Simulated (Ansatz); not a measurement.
Consider the ligand exchange at a Ge–C bond: `CN[CH2][GeH3]` + `NB(O)F` → `OB(F)[NH][GeH3]` + `CNC`.

Isolated molecules relaxed with PBE0-D4/def2-TZVP in Ansatz; ΔE leaves out vibrations. CCSD(T)/CBS adds triple-zeta CCSD(T) − MP2 to the extrapolated MP2 energy (def2 sets, frozen cores). Functionals use def2-TZVPP. For Ge outer-core shells are correlated without core-valence functions, which leaves a few kJ/mol of doubt a bond. Scalar relativity is left out up to krypton. One conformer a species, not always the lowest.

| level | ΔE (kcal/mol) |
| --- | --- |
| PBE-D4 | -6.9 |
| MP2/def2-TZVPP | -8.8 |
| CCSD/def2-TZVPP | -9.2 |
| SCS-MP2/def2-QZVPP | -9.3 |

Problem. What does CCSD(T)/CBS give? (An estimate is asked.)

Solution. Computed: -8.1 kcal/mol. The listed levels differ from it by 1.2, -0.7, -1.1, -1.2 kcal/mol.

Largest T1 diagnostic among the species: 0.012.

In def2-TZVPP, CCSD(T) changes the Hartree–Fock value by +2.8 kcal/mol (the triples alone add +0.3 kcal/mol) and MP2 by +2.9 kcal/mol.
